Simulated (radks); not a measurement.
Q: Spherical jellium clusters: N electrons in a uniform positive sphere of charge N and radius rs N^(1/3), rs = 2 bohr. Calculated with a radial shooting solver with Libxc functionals: non-relativistic Kohn-Sham, LDA (Slater exchange, Perdew-Wang correlation), spin-polarised, spherical densities. Levels are named by radial order and angular momentum (1s, 1p, 1d, 2s, ...), and open shells are averaged over m. Each electron was tried in the lowest free levels, single moves between levels near the top were tried too, and the lowest total energy was kept; such a search can miss a lower state. Give the order in which the levels fill up to N = 22, the shell closures and the spin along the way.

A: Shells are first occupied in the order 1s, 1p, 2s, 1d, 1f. Open shells at each N (closed shells left out): 1: 1s(up 1, down 0); 2: none; 3: 1p(up 1, down 0); 4: 1p(up 2, down 0); 5: 1p(up 3, down 0); 6: 1p(up 3, down 1); 7: 1p(up 3, down 2); 8: none; 9: 2s(up 1, down 0); 10: 1d(up 2, down 0); 11: 1d(up 3, down 0); 12: 1d(up 4, down 0); 13: 1d(up 5, down 0); 14: 1d(up 5, down 0) 2s(up 1, down 0); 15: 1d(up 5, down 1) 2s(up 1, down 0); 16: 1d(up 5, down 3); 17: 1d(up 5, down 4); 18: none; 19: 2s(up 1, down 0); 20: none; 21: 1f(up 1, down 0); 22: 1f(up 2, down 0). All shells are closed at N = 2, 8, 18, 20 (there: 1s2 1p6 1d10 2s2). Largest 2S: 6, at N = 14.
